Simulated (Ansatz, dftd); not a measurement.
Species: C2H5Al, charge 0, singlet. C2H5Al (SMILES C=[CH][AlH2]).
B3LYP-D3(BJ)/def2-TZVP minimum from Ansatz (a quantum-chemistry and plane-wave program):
```xyz
8

Al    -0.0706     0.1727     1.1670
H     -0.8470     1.5488     1.2497
H      0.3892    -0.5867     2.4760
C      0.2915    -0.5400    -0.6010
C     -0.1053     0.1165    -1.6977
H      0.8191    -1.4794    -0.7607
H      0.0777    -0.2483    -2.7056
H     -0.6384     1.0616    -1.6376
```

Quantity: atomisation energy (electronic, to ground-state atoms), in kcal/mol. Radicals and triplets start from unrestricted determinants; spin-orbit coupling is neglected. Correlated methods leave the cores frozen. Rows without X2C or -DK are non-relativistic. CBS(X,Y): correlation extrapolated as X^-3, Hartree-Fock from the larger set. A bracket is a step between two methods taken in the basis named. The functionals are non-relativistic, so their misses hold any scalar relativity. Double hybrids freeze cores in their MP2 part. '+ core + X2C': CCSD(T) terms for core correlation (cc-pwCVTZ, 1s frozen past Ne) and scalar relativity (cc-pVTZ-DK). Where a partner has so few electrons that a lower coupled-cluster level is exact, that level stands in.

| level | program | atomisation energy (kcal/mol) |
|---|---|---|
| B2GP-PLYP-D3(BJ)/def2-TZVPD | Ansatz + dftd3 | 657.7 |
| MP2/cc-pV(Q+d)Z | Ansatz | 664.0 |
| CCSD/cc-pV(T+d)Z | Ansatz | 641.8 |
| CCSD(T)/cc-pV(D+d)Z | Ansatz | 617.3 |
| CCSD(T)/CBS(cc-pV(T+d)Z,cc-pV(Q+d)Z) | Ansatz | 665.2 |

**Question.** Estimate the value at CCSD(T)/CBS(cc-pV(T+d)Z,cc-pV(Q+d)Z) + [CCSDT(Q) - CCSD(T)]/cc-pV(D+d)Z + core + X2C (Ansatz).

**Answer.** 666.3 kcal/mol; the difference of CCSD(T)/CBS(cc-pV(T+d)Z,cc-pV(Q+d)Z) is -1.1 kcal/mol.
